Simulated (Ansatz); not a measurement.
The same path of ClF₄HW (7 atoms, charge 0, multiplicity 1) was run twice with different band settings. Lost on the way: W1–Cl2, W1–H3. Made: Cl2–H3.

Theory: RKS r2SCANh-D4/def2-SVP in Ansatz 0.2.0.

Relaxed end points:

```xyz
7
Properties=species:S:1:pos:R:3
W 0.058 0.000 0.203
Cl 0.813 0.000 2.338
H 1.720 0.000 -0.191
F 0.054 1.836 0.299
F -1.779 0.000 -0.195
F 0.054 -1.836 0.299
F 0.172 0.000 -1.660
```

```xyz
7
Properties=species:S:1:pos:R:3
W -0.537 0.000 -0.626
Cl 1.375 0.000 2.496
H 2.444 0.000 1.783
F -0.221 1.804 -0.503
F -1.610 0.000 0.863
F -0.221 -1.804 -0.503
F -0.139 0.000 -2.419
```

Common settings: movable images 9; climbing image yes; spring 5.0 eV/Å²; optimiser quadratic models (default); start path through a guess of the saddle point; iteration limit 60; end points relaxed.

| run | force threshold |
| --- | --- |
| 1 | 0.05 eV/Å |
| 2 | 0.2 eV/Å |

**Question.** What does each run give, and how far can it be trusted?

**Answer.** Run 1: converged after 13 iterations, highest image 1.152 eV above the first end. The profile has 2 maxima (images 2, 6) with wells between them (image 3): this band takes more than one step, which may be the mechanism or a detour left from its start path. A vibrational analysis at the climbing image gives one clearly imaginary mode, 183i cm⁻¹: a first-order saddle point.
Run 2: converged after 11 iterations, highest image 1.155 eV above the first end. The threshold of 0.2 eV/Å is loose, so the images may lie well off the minimum-energy path. The profile has 2 maxima (images 2, 6) with wells between them (image 3): this band takes more than one step, which may be the mechanism or a detour left from its start path. Another band between the same ends (9 images) ends at a top of the same energy, where a vibrational analysis finds 1 clearly imaginary mode.
The orbitals stay closed-shell, which can raise the energy where a bond breaks towards radicals; this wasn't checked here.
